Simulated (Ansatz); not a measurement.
Ansatz results at the PBE0-D4/def2-TZVP geometry: LUMO energy (ωB97M-V/def2-TZVPP) 0.92 eV; HOMO–LUMO gap (B3LYP/def2-TZVPP) 6.60 eV; HOMO energy (ωB97M-V/def2-TZVPP) -9.64 eV.

**Question.** Which molecule gave them?
A. `[BH3-][N+]#CC`
B. `C[O+](C)[InH3-]`
C. `[PH3+][GaH3-]`
D. `[CH3][Ga-]([OH2+])([Cl])[Cl]`

**Answer.** B. The others give `[PH3+][GaH3-]`: 1.48, 7.36, -10.12; `[BH3-][N+]#CC`: 1.57, 6.88, -9.88; `[CH3][Ga-]([OH2+])([Cl])[Cl]`: 1.26, 7.40, -10.52.

B3LYP here is the variant with VWN-RPA as its local correlation; programs differ in this.
